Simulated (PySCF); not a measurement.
Removal energies of Ta⁵⁺ from EOM-IP-GCCSD

Reference: closed-shell Ta⁵⁺, [Xe] 4f14; one electron is removed. Calculated with PySCF 2.14, two-component X2C-1e with screened spin-orbit coupling, x2c-TZVPPall-2c with one added diffuse shell each of s, p, d, f type (12s12p11d4f1g, 140 functions); frozen [Kr] 4d10; the 34 highest virtual spinors dropped; of the others 108 kept and the rest restored at second order. No Breit or QED terms. Binding energies in eV.

```tsv
level	Koopmans	second order	EOM-CCSD
5s1/2	143.56	134.72	136.42
5p1/2	110.24	109.54	109.95
5p3/2	100.33	100.07	100.42
4f5/2	99.534	92.154	94.842
4f7/2	97.538	90.260	92.906
```

In EOM-CCSD the overlap with the one-orbital guess is low for 5s1/2 (weight 0.69), 4f7/2 (weight 0.63). That can mean mixing with two-hole, one-particle states, where second order and EOM-CCSD lose accuracy, or only a rotation among the degenerate components of the shell; the terms of those configurations are not listed.

For comparison, the ionisation energy of Ta⁵⁺ is 94.01 ± 0.05 eV (semi-empirical (NIST evaluation); NIST Atomic Spectra Database, ionization energies).

Gaps of this size point to the basis (12s12p11d4f1g), which has few functions of high l to correlate and polarise the inner shells.

Where second order misses EOM-CCSD by more than 1 eV, it overshoots the relaxation and correlation of that hole or particle, which higher orders damp.
